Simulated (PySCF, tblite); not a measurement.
Isomers of C3H15NO2Si3, one GFN2-xTB conformer each. Single-point energies are computed at PBE0/pcSseg-1 (PySCF, gas phase, no added dispersion term), electronic only.

**Question.** Rank them by PBE0/pcSseg-1 energy, lowest first (kcal/mol).
A. `[CH3:1][O:2][Si@@H:3]([CH3:4])[Si@:5]([CH3:6])([OH:7])[SiH2:8][NH2:9]` with C1–O2–Si3–C4 50°, O2–Si3–Si5–C6 -139°, Si3–Si5–O7–H -73°, Si3–Si5–Si8–N9 40°, Si5–Si8–N9–H -41° and -177°
B. `[CH3:1][CH2:2][Si@H:3]([NH:4][CH3:5])[Si:6]([OH:7])([OH:8])[SiH3:9]` with C1–C2–Si3–N4 69°, C2–Si3–N4–C5 50°, C2–Si3–Si6–O7 -140°, Si3–Si6–O7–H 172°, Si3–Si6–O8–H -49°
C. `[CH3:1][C@@H:2]([O:3][SiH3:4])[Si@@:5]([CH3:6])([OH:7])[SiH2:8][NH2:9]` with C1–C2–O3–Si4 -66°, C1–C2–Si5–C6 170°, C2–Si5–O7–H -43°, C2–Si5–Si8–N9 -70°, Si5–Si8–N9–H 180° and -42°

**Answer.** A (0.0), B (4.7), C (9.2).

GFN2-xTB itself gives, in the same order: 14.3, 9.3, 0.0. GFN2-xTB puts C[C@@H](O[SiH3])[Si@@](C)(O)[SiH2]N lowest instead; measured from each level's own lowest isomer, the values differ by up to 14.3 kcal/mol (CO[Si@@H](C)[Si@](C)(O)[SiH2]N: 14.3 against 0.0).

**Question.** Which frontier levels, dipoles and rotational constants go with these structures?

**Answer.** 
```tsv
SMILES	HOMO (eV, PBE0/pcSseg-1)	LUMO (eV)	dipole (D)	A, B, C (MHz)
CO[Si@@H](C)[Si@](C)(O)[SiH2]N	-6.87	-0.67	2.62	1055, 766.3, 542.3
CC[Si@H](NC)[Si](O)(O)[SiH3]	-6.43	-0.71	0.74	1148, 620.5, 574.6
C[C@@H](O[SiH3])[Si@@](C)(O)[SiH2]N	-7.09	-0.08	0.76	1652, 528.3, 463.2
```

**Question.** What happens when harmonic zero-point energies from GFN2-xTB frequencies are added?

**Answer.** 
| SMILES | ZPE (kcal/mol) | electronic (kcal/mol) | with ZPE (kcal/mol) |
| --- | --- | --- | --- |
| CO[Si@@H](C)[Si@](C)(O)[SiH2]N | 112.8 | 0.0 | 0.0 |
| CC[Si@H](NC)[Si](O)(O)[SiH3] | 111.8 | 4.7 | 3.8 |
| C[C@@H](O[SiH3])[Si@@](C)(O)[SiH2]N | 110.4 | 9.2 | 6.8 |

The zero-point energies span 2.4 kcal/mol. The order is unchanged.
